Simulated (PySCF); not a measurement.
Species: C6H6FNO.
Structure used (GFN2-xTB), in Å, numbered top down from 1:
```xyz
15
C6H6FNO angstrom
C     -2.420    1.450    0.166
C     -1.775    0.438    0.102
C     -1.003   -0.742    0.023
C     -1.542   -1.965    0.012
F     -2.854   -2.189    0.072
C      0.495   -0.651   -0.051
O      1.199   -1.637   -0.121
N      0.966    0.612   -0.032
C      2.373    0.916   -0.089
H     -3.001    2.321    0.226
H     -0.950   -2.867   -0.047
H      0.309    1.376    0.026
H      2.603    1.514   -0.973
H      2.911   -0.029   -0.140
H      2.685    1.462    0.803
```

Computed with PySCF, TDDFT CAM-B3LYP/def2-SVPD, vertical, gas phase, core orbitals frozen in the response.

Ground-to-excited transition dipoles (e·a0, same axes as the geometry; the sign carries no meaning), for the states with f of 0.002 or more among the lowest 8:

```json
{"state": "S2", "E (eV)": "5.510", "μx": "-0.120", "μy": "-0.848", "μz": "-0.019"}
{"state": "S3", "E (eV)": "5.903", "μx": "0.538", "μy": "1.167", "μz": "0.010"}
{"state": "S6", "E (eV)": "6.873", "μx": "0.601", "μy": "0.417", "μz": "-0.015"}
{"state": "S7", "E (eV)": "7.022", "μx": "0.004", "μy": "-0.007", "μz": "0.153"}
{"state": "S8", "E (eV)": "7.113", "μx": "0.005", "μy": "-0.010", "μz": "0.156"}
```

Question: Work out the oscillator strengths.

Answer: f = (2/3) ΔE |μ|² with ΔE in hartree (27.2114 eV).

| state | \|μ\|² (au) | \|μ\| (D) | f |
| --- | --- | --- | --- |
| S2 | 0.734 | 2.18 | 0.099 |
| S3 | 1.653 | 3.27 | 0.239 |
| S6 | 0.535 | 1.86 | 0.090 |
| S7 | 0.024 | 0.39 | 0.004 |
| S8 | 0.025 | 0.40 | 0.004 |

Question: Label these states by symmetry in Cs.

Answer: The ground state is totally symmetric, so the direction of μ fixes the label. Polarised normal to the mirror plane, so A″: S7 and S8. Polarised in the mirror plane, so A′: S2, S3 and S6.

Question: What angle do the transition dipoles of S2 and S6 make?

Answer: |cos θ| = |μa·μb| / (|μa| |μb|) = 0.68, so θ ≈ 47° (taken between 0 and 90°, since the signs are arbitrary).

Question: What peak molar absorption coefficient would the strongest computed level give as a lone Gaussian band 0.3 eV wide at half height?

Answer: ε(max) = 2.175×10⁸ f / FWHM, with the width in cm⁻¹. S3: 2.175×10⁸ × 0.2391 / 2420 ≈ 21000 L mol⁻¹ cm⁻¹.

Time: 1.7 min of wall time; peak memory 1.0 GiB. Hardware: Arm Neoverse N1, one thread, no GPU, shared host with 64 logical CPUs at a one-minute load of 58.

One conformer stands for the species.
